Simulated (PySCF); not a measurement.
# Spectroscopy problems

- NMR shieldings at PBE0/pcSseg-1/GIAO
- geometry: GFN2-xTB
- program: PySCF 2.14
- fast rotation and ring inversion assumed for equivalent nuclei, in vacuum, non-relativistic, one conformer

δ = σ(ref) − σ, references computed at the same level: 1H (31.72 ppm) and 13C (186.93 ppm) vs TMS. Splittings of carbon signals by F and P are missing where no couplings were computed. Where no couplings were computed, multiplicities follow the n + 1 count of equivalent neighbours, and m marks all less simple cases (inequivalent or close neighbours, rings, F or P nearby). Shifts are as computed. Against solution values, carbons near 30 ppm lie about +3 ppm off and those near 130 ppm about +5 ppm. Of 1211 compounds with measured shifts, 218 miss one by over three times the rms of a fit or turn the order of signals round; such compounds aren't used in these exercises.

(1) C6H5F3O. 1H NMR (400 MHz, computed): δ 7.81 (m, 1H), 7.36 (m, 1H), 2.42 (s, 3H). 13C{1H} NMR (computed): δ 148.4, 145.5, 132.6, 128.5, 126.7, 10.3. What is it?

(2) C6H5F3O. 1H NMR (600 MHz, computed): δ 7.60 (m, 1H), 7.55 (m, 1H), 6.74 (m, 1H), 3.26 (m, 2H). 13C{1H} NMR (computed): δ 148.0 (CH), 147.6 (CH), 134.6 (C), 122.5 (C), 120.2 (CH), 35.3 (CH2). Give a structure.

Results:

(1) SMILES Cc1cocc1C(F)(F)F. The formula gives 3 degrees of unsaturation (1 ring in the answer). 6 carbon signals for 6 carbons: no two carbons are equivalent. Carbon types of the structure: 3 × C, 2 × CH, 1 × CH3, which accounts for all hydrogens. δC 148.4, 145.5: aromatic CH next to the ring oxygen. δC 132.6: CF3 carbon; 3 electronegative neighbours deshield it. δC 128.5, 126.7: substituted aromatic carbon. δH 2.42: hydrogen on a methyl carbon on an aromatic ring; benzylic-type position, deshielded by the ring.

The shifts were computed for this structure.

(2) `InChI=1S/C6H5F3O/c7-6(8,9)3-5-1-2-10-4-5/h1-2,4H,3H2`. The formula gives 3 degrees of unsaturation (1 ring in the answer). 6 carbon signals for 6 carbons: no two carbons are equivalent. Carbon types of the structure: 2 × C, 3 × CH, 1 × CH2, which accounts for all hydrogens. δC 148.0, 147.6: aromatic CH next to the ring oxygen. δC 134.6: CF3 carbon; 3 electronegative neighbours deshield it. δC 122.5: substituted aromatic carbon. δC 120.2: aromatic CH.

The data come from this structure; uniqueness wasn't tested.
